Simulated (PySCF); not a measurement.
## Vibration and rotation of NaSn⁺

UHF-CCSD(T) constants of NaSn⁺, ³Π (triplet), unpaired electrons σ ↑, π ↑ (Na def2-SVP, Sn def2-SVP with ECP28; scalar-relativistic core potentials (PySCF 2.14); masses 22.9898 and 119.9022 u):

* ωe: 107.3 cm⁻¹
* ωexe: 0.63 cm⁻¹
* Be: 0.07311 cm⁻¹
* αe: 0.000587 cm⁻¹
* D (centrifugal): 1.36e-07 cm⁻¹
* De to Na⁺ + Sn: 0.51 eV

(1) Give the vibrational terms G(v) and spacings up to v = 6.

(2) How well does the Morse estimate ωe²/(4ωexe) reproduce De, and what is D0?

Correlated steps freeze 5 core orbitals. Correlated levels converge slowly with the basis: in double zeta they bind strong bonds too weakly, by up to about 1 eV, and carry superposition errors of some tenths. Spin–orbit coupling is left out, which matters for elements this heavy, above all for dissociation energies. For an ion De counts to the pair picked by the measured ionisation energies or electron affinities, which need not be the lowest pair at this level. The state is the lowest determinant that a PBE0 search found; another state may lie lower at other levels.

Results:

(1) G(v) = ωe(v+½) − ωexe(v+½)².

```
v  G(v) (cm⁻¹)  G(v) − G(v−1)  Bv (cm⁻¹)
0         53.5                   0.07282
1        159.5          106.0    0.07223
2        264.3          104.8    0.07164
3        367.8          103.5    0.07106
4        470.1          102.3    0.07047
5        571.1          101.0    0.06988
6        670.8           99.7    0.06929
```

(2) It gives 0.57 eV, 111 % of the computed De. D0 = De − G(0) = 0.51 − 0.01 = 0.50 eV.
